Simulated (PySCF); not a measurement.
## How the method moves the HOMO and LUMO of `C=C(C)[O][AlH2]`

Species: C3H7AlO.
SMILES with atom numbers: `[CH2:1]=[C:2]([CH3:3])[O:4][AlH2:5]` (hydrogens: H6, H7 on C1; H8, H9, H10 on C3; H11, H12 on Al5)

Structure used (PBE0-D3(BJ)/def2-SVP), in Å, numbered top down from 1:
```
atom  x, y, z in Å
C1    -1.3833   -1.4040   -0.5381
C2    -0.5034   -0.4058   -0.3828
C3    -0.8773    0.9841    0.0303
O4     0.8096   -0.6134   -0.5995
Al5    2.3482    0.1312   -0.6336
H6    -1.0451   -2.3959   -0.8423
H7    -2.4466   -1.2392   -0.3629
H8    -0.5725    1.7140   -0.7388
H9    -1.9583    1.0810    0.1916
H10   -0.3582    1.2670    0.9618
H11    3.5453   -0.8321   -0.9912
H12    2.4813    1.6788   -0.3194
```

Basis pcSseg-2 throughout (PySCF), one geometry. Geometry: PBE0-D3(BJ)/def2-SVP, one conformer, isolated molecule.

Task: How do the orbital energies, the gap and the dipole change with the method?

Result: 
```json
{"method": "BLYP", "kind": "GGA", "HOMO (eV)": "-5.33", "LUMO (eV)": "-1.98", "gap (eV)": "3.35", "μ (D)": "1.13", "SCF cycles": "17"}
{"method": "OPBE", "kind": "GGA", "HOMO (eV)": "-5.38", "LUMO (eV)": "-1.82", "gap (eV)": "3.56", "μ (D)": "1.17", "SCF cycles": "16"}
{"method": "B97-D", "kind": "GGA", "HOMO (eV)": "-5.41", "LUMO (eV)": "-1.97", "gap (eV)": "3.44", "μ (D)": "1.13", "SCF cycles": "15"}
{"method": "KT3", "kind": "GGA", "HOMO (eV)": "-5.45", "LUMO (eV)": "-2.02", "gap (eV)": "3.43", "μ (D)": "1.14", "SCF cycles": "16"}
{"method": "PBE", "kind": "GGA", "HOMO (eV)": "-5.48", "LUMO (eV)": "-2.09", "gap (eV)": "3.39", "μ (D)": "1.13", "SCF cycles": "16"}
{"method": "KT2", "kind": "GGA", "HOMO (eV)": "-5.49", "LUMO (eV)": "-2.13", "gap (eV)": "3.36", "μ (D)": "1.12", "SCF cycles": "16"}
{"method": "BP86", "kind": "GGA", "HOMO (eV)": "-5.57", "LUMO (eV)": "-2.13", "gap (eV)": "3.44", "μ (D)": "1.14", "SCF cycles": "16"}
{"method": "LDA", "kind": "LDA", "HOMO (eV)": "-5.67", "LUMO (eV)": "-2.31", "gap (eV)": "3.37", "μ (D)": "1.17", "SCF cycles": "15"}
{"method": "B97-2", "kind": "global hybrid", "HOMO (eV)": "-6.27", "LUMO (eV)": "-1.32", "gap (eV)": "4.96", "μ (D)": "1.25", "SCF cycles": "14"}
{"method": "B3LYP", "kind": "global hybrid", "HOMO (eV)": "-6.33", "LUMO (eV)": "-1.55", "gap (eV)": "4.78", "μ (D)": "1.24", "SCF cycles": "15"}
{"method": "PBE0", "kind": "global hybrid", "HOMO (eV)": "-6.53", "LUMO (eV)": "-1.34", "gap (eV)": "5.19", "μ (D)": "1.26", "SCF cycles": "14"}
{"method": "mPW1PW91", "kind": "global hybrid", "HOMO (eV)": "-6.54", "LUMO (eV)": "-1.34", "gap (eV)": "5.20", "μ (D)": "1.26", "SCF cycles": "14"}
{"method": "BHandHLYP", "kind": "global hybrid", "HOMO (eV)": "-7.47", "LUMO (eV)": "-0.63", "gap (eV)": "6.84", "μ (D)": "1.36", "SCF cycles": "13"}
{"method": "CAM-B3LYP", "kind": "range-separated hybrid", "HOMO (eV)": "-7.83", "LUMO (eV)": "-0.49", "gap (eV)": "7.35", "μ (D)": "1.32", "SCF cycles": "13"}
{"method": "wB97X-D", "kind": "range-separated hybrid", "HOMO (eV)": "-8.34", "LUMO (eV)": "0.25", "gap (eV)": "8.59", "μ (D)": "1.33", "SCF cycles": "13"}
{"method": "HF", "kind": "Hartree–Fock", "HOMO (eV)": "-8.90", "LUMO (eV)": "1.08", "gap (eV)": "9.98", "μ (D)": "1.51", "SCF cycles": "11"}
{"method": "LC-wPBE", "kind": "range-separated hybrid", "HOMO (eV)": "-9.17", "LUMO (eV)": "0.56", "gap (eV)": "9.73", "μ (D)": "1.35", "SCF cycles": "13"}
```

The HOMO spans 3.84 eV, from BLYP down to LC-wPBE, and the gap runs from 3.35 eV (BLYP) to 9.98 eV (HF). Over the methods BLYP (0 %), OPBE (0 %), B97-D (0 %), KT3 (0 %), PBE (0 %), KT2 (0 %), BP86 (0 %), LDA (0 %), B97-2 (21 %), B3LYP (20 %), PBE0 (25 %), mPW1PW91 (25 %), BHandHLYP (50 %), HF (100 %), a straight line through the gap against the share of exact exchange rises by 0.66 eV for each 10 % (correlation coefficient 0.999). The dipole ranges from 1.12 D (KT2) to 1.51 D (HF). This basis has no diffuse functions.
